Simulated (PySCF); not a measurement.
# Converging NaPb⁺ in the basis (PBE0)

PySCF, UKS reference; triplet, unpaired electrons σ ↑, π ↑; De to Na⁺ + Pb without counterpoise correction.

| basis | relativity | functions | Re (Å) | ωe (cm⁻¹) | De (eV) | μ (D) |
| --- | --- | --- | --- | --- | --- | --- |
| cc-pVDZ/cc-pVDZ-PP | scalar-relativistic core potentials | 41 | 3.444 | 105 | n/a | -10.52 |
| def2-SVPD | scalar-relativistic core potentials | 50 | 3.463 | 101 | n/a | -10.56 |
| aug-cc-pVDZ/aug-cc-pVDZ-PP | scalar-relativistic core potentials | 59 | 3.447 | 104 | n/a | -10.42 |

How does each smaller set differ from the one with most functions, aug-cc-pVDZ/aug-cc-pVDZ-PP?

cc-pVDZ/cc-pVDZ-PP: -0.3 pm, +1.0 % in ωe; def2-SVPD: +1.6 pm, -2.9 % in ωe. All at PBE0; the set with most functions is neither the basis-set limit nor always the best.

A positive dipole points towards Pb; it is taken about the centre of mass and depends on that origin. These are scalar-relativistic numbers at best; spin–orbit coupling would shift them, the dissociation energy most. The state was picked by a PBE0 search and need not be the measured ground state.
